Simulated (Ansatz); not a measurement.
`C[SiH2]B(F)Cl` + `O[SiH3]` → `FB(Cl)O[SiH3]` + `C[SiH3]`  (cleavage of the B–Si bond)

Program: Ansatz. Geometries: PBE0-D4/def2-TZVP. ΔE: electronic, gas phase. CBS: MP2 limit from def2 TZ/QZ plus the TZ coupled-cluster correction, frozen cores. This one scheme is used for every species. DFT in def2-TZVPP. Each species was taken in one conformer, which may not be the lowest.

CCSD(T)/CBS gives -150.2 kJ/mol.

Q: Another level gave -157.3 kJ/mol. Which?
A. PBE/def2-TZVPP
B. B2PLYP/def2-TZVPP
C. r2SCAN/def2-TZVPP
D. PBE0/def2-TZVPP

A: B. B2PLYP -157.3, PBE0 -145.6, r2SCAN -151.7, PBE -137.0 kJ/mol.

Largest T1 diagnostic among the species: 0.013.

From PBE to PBE0 (25 % exact exchange), in def2-TZVPP and without D4, ΔE moves by −8.7 kJ/mol. In def2-TZVPP, CCSD(T) changes the Hartree–Fock value by +24.9 kJ/mol (the triples alone add +3.6 kJ/mol) and MP2 by +21.8 kJ/mol.
